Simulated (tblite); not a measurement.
Compound: C5H9O2 (doublet state).
Geometry (GFN2-xTB, Å), atoms numbered from 1 in this order:
```xyz
16
C5H9O2 angstrom
C     -2.8231    0.3186    0.1060
C     -1.7312    0.0349    0.7927
C     -0.3666    0.5503    0.4525
C      0.5110   -0.6222    0.0507
C      2.0509   -0.1837   -0.1297
O      2.7428   -1.1653   -0.5603
O      2.4695    0.4094    1.0669
H     -3.7891   -0.0617    0.3908
H     -2.7989    0.9583   -0.7609
H     -1.7796   -0.6136    1.6570
H      0.0716    1.0425    1.3234
H     -0.4310    1.2732   -0.3622
H      0.2012   -1.0652   -0.8936
H      0.5327   -1.3915    0.8227
H      1.9489    0.6560   -0.8647
H      3.1833   -0.1310    1.4323
```

Calculated harmonic vibrations of the isolated species, GFN2-xTB (tblite), most abundant isotopes, no scaling. The method is semi-empirical: single wavenumbers can be off by several per cent or more. One conformer, not necessarily the lowest. Open shells enter through the occupations alone, without spin polarisation, and single modes of such species can be off by tens of per cent.

Harmonic wavenumbers (cm⁻¹): 57.7, 66.4, 115.9, 168.1, 282.0, 304.2, 373.3, 439.3, 482.7, 547.7, 632.1, 752.5, 798.4, 896.5, 922.6, 947.8, 1002.7, 1020.0, 1059.7, 1074.5, 1114.9, 1140.6, 1169.6, 1214.1, 1226.7, 1230.4, 1279.0, 1304.6, 1357.4, 1408.0, 1447.5, 1470.6, 1696.2, 2584.8, 2980.8, 2989.9, 2999.6, 3017.8, 3064.4, 3101.1, 3129.2, 3504.5.

A = 7373, B = 1143, C = 1053 MHz; mass 101.060 u (most abundant isotopes); point group C1, symmetry number 1; spin multiplicity 2.

Question: What is the zero-point energy?

Answer: Half the sum of the wavenumbers: 28188 cm⁻¹ = 80.59 kcal/mol.

Question: What is S at 298.15 K and 1 bar for an ideal gas of classical rigid rotors and harmonic oscillators?

Answer: Translation 39.78, rotation 27.98, vibration 22.44, spin (R ln 2) 1.38: S = 91.6 cal/(mol K).

Question: And Cp and H(298.15 K) − H(0)?

Answer: Cp = 31.59 cal/(mol K), of which vibrations give 23.64 (their classical limit is 42 R = 83.5); H(298.15 K) − H(0) = 5.88 kcal/mol without the zero-point energy, 3.51 from vibrations.

Question: Blend soft modes into free rotors: weight 1/[1 + (100 cm⁻¹/ν̃)⁴] for the oscillator and the rest for a rotor with moment μB/(μ + B), μ = h/(8π²ν), B = 10⁻⁴⁴ kg m². What vibrational entropy results?

Answer: 20.42 cal/(mol K) in place of 22.44, which changes −T·S at 298.15 K by +0.60 kcal/mol.

Question: Which modes carry the vibrational entropy at 298.15 K?

Answer: 57.7 cm⁻¹: 4.53; 66.4 cm⁻¹: 4.26; 115.9 cm⁻¹: 3.17; 168.1 cm⁻¹: 2.46; 282.0 cm⁻¹: 1.52; 304.2 cm⁻¹: 1.39 cal/(mol K); the other 36 give 5.11 together.

Question: How do the functions run with temperature in this model?

Answer: 
```tsv
T (K)	S (cal/(mol K))	Cp (cal/(mol K))	H − H(0) (kcal/mol)	G − H(0) (kcal/mol)	ln q(vib)
50	57.5	12.3	0.49	-2.39	0.42
100	67.3	16.2	1.20	-5.53	1.40
373.15	99.4	37.9	8.48	-28.59	6.87
500	111.8	47.3	13.91	-41.99	9.40
750	133.6	60.1	27.46	-72.74	14.33
1000	152.1	68.5	43.61	-108.52	18.98
```

q(vib) and H(0) count from the zero-point level.

Question: What must be added to the electronic energy to get the Gibbs energy at 298.15 K and 1 bar?

Answer: ZPE + [H(298.15 K) − H(0)] − T·S = 80.59 + 5.88 − 27.30 = 59.17 kcal/mol.

Hindered rotation and anharmonicity are outside this model. Other conformers, if any are populated, would add a mixing term that is left out. The structure is chiral; the term R ln 2 for an equal mix with its mirror image is left out.
